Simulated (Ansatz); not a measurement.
Cost and result for the atomization energy of FH8NSi3 (`N[SiH2][SiH](F)[SiH3]`) (13 atoms, 12 bonds).

Cartesian coordinates in Å:
```
N -0.9127 -0.4263 2.7118
Si -1.0537 -0.2815 0.9984
Si 0.9407 0.1481 -0.1813
F 1.6160 1.5034 0.3908
Si 0.6210 0.3631 -2.4963
H -0.7440 0.4080 3.2524
H -0.3970 -1.2022 3.0970
H -2.0118 0.8217 0.7172
H -1.5939 -1.5605 0.4579
H 1.9228 -0.9513 0.0600
H 1.8976 0.6443 -3.2065
H -0.3462 1.4528 -2.7958
H 0.0612 -0.9196 -3.0056
```

Charge 0, multiplicity 1. The geometry is a stationary point of PBE0-D4/def2-TZVP. It is one conformer, not always the lowest. Program: Ansatz. All runs use 4 threads of an Arm Neoverse V1 on a shared host. Times are those of one run each, without the atoms' runs, and a repeat can differ threefold. Electronic energies, without spin–orbit coupling; frozen cores. CCSD(T)/CBS adds CCSD(T) − MP2 in def2-TZVPP to the MP2 limit, and its time is that of the two runs behind it. T1 = 0.013. B3LYP takes the VWN-RPA correlation (the form of Gaussian; ORCA's B3LYP/G).

CCSD(T)/CBS is a level of theory with its own doubt, some kJ/mol a heavy atom from the limit and from the frozen cores, so smaller differences don't rank the functionals.

```csv
level,functions,wall time
PBE-D4/def2-TZVPP (with forces),300,3.8 s
PBE0-D4/def2-TZVPP,300,5.5 s
r2SCAN-D4/def2-TZVPP (with forces),300,8 s
B3LYP-D4/def2-TZVPP (with forces),300,8.5 s
B2PLYP/def2-TZVPP,300,9.5 s
ωB97X-V/def2-TZVPP,300,13 s
ωB97M-V/def2-TZVPP (with forces),300,18 s
MP2/def2-QZVPP,564,33 s
CCSD(T)/def2-TZVPP,300,5.9 min
CCSD(T)/CBS(def2),–,6.4 min
```

What atomization energy does each give, and how far from CCSD(T)/CBS? (Estimate.)

Computed: 
```csv
level,atomization (kcal/mol),difference from CCSD(T)/CBS,per bond
PBE-D4/def2-TZVPP (with forces),991.1,-4.3,-0.4
PBE0-D4/def2-TZVPP,981.0,-14.4,-1.2
r2SCAN-D4/def2-TZVPP (with forces),990.3,-5.1,-0.4
B3LYP-D4/def2-TZVPP (with forces),993.1,-2.3,-0.2
B2PLYP/def2-TZVPP,978.5,-16.9,-1.4
ωB97X-V/def2-TZVPP,1002.1,6.7,0.6
ωB97M-V/def2-TZVPP (with forces),993.3,-2.1,-0.2
MP2/def2-QZVPP,984.5,-10.9,-0.9
CCSD(T)/def2-TZVPP,965.0,-30.4,-2.5
CCSD(T)/CBS(def2),995.4,0.0,0.0
```

In def2-TZVPP, CCSD(T) changes the Hartree–Fock value by +234.3 kcal/mol (the triples alone add +10.9 kcal/mol) and MP2 by +235.4 kcal/mol; breaking electron pairs costs correlation energy, which Hartree–Fock lacks. The D4 term adds +11.3 kcal/mol with B3LYP and +6.0 kcal/mol with PBE0; it sums over pairs of atoms, weighted by their polarisabilities, and B3LYP, whose exchange is more repulsive, gets the larger term. From PBE to PBE0 (25 % exact exchange), in def2-TZVPP and without D4, the atomization energy moves by −9.2 kcal/mol: exact exchange takes away binding that semilocal exchange gives to molecules.
